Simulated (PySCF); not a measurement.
Species: C₂H₇NSi₂.
SMILES with atom numbers: `[N:1]#[C:2][SiH2:3][CH2:4][SiH3:5]` (hydrogens: H6, H7 on Si3; H8, H9 on C4; H10, H11, H12 on Si5)

Cartesian coordinates in Å at the GFN2-xTB level; atoms count from 1:
```xyz
12
C2H7NSi2 angstrom
N     -1.957    2.478    0.626
C     -1.752    1.366    0.441
Si    -1.418   -0.446    0.127
C      0.254   -0.567   -0.758
Si     1.763    0.091    0.205
H     -2.529   -0.911   -0.712
H     -1.416   -1.101    1.438
H      0.431   -1.613   -1.015
H      0.188   -0.032   -1.707
H      2.960   -0.091   -0.621
H      1.572    1.507    0.510
H      1.906   -0.682    1.441
```

Computed at PBE0/pcSseg-1 (PySCF, non-relativistic), with Q(14N) = 0.02044 b: N1, 14N (I = 1): χzz = -5.554 MHz, η = 0.007.

(1) Find the zero-field quadrupole resonance frequencies of 14N at N1.

Answers

(1) From ν± = (3/4)|χ|(1 ± η/3) and ν0 = |χ|η/2: ν+ 4.176 MHz, ν− 4.156 MHz, ν0 0.020 MHz (cyano nitrogen).

In a crystal, neighbours and librations shift these lines. The structure is a single GFN2-xTB conformer in the gas phase; no vibrational or solvent corrections. GFN2-xTB bond lengths can be off by several hundredths of an ångström, more for odd bonds, and the gradients follow them. With a basis this small, the couplings can be 20 % off.

These values come from a run that also computed NMR shieldings. Hardware: an Arm Neoverse V2 with one thread, no GPU, shared host. Cost: 12 s wall, 0.64 GiB resident at most.
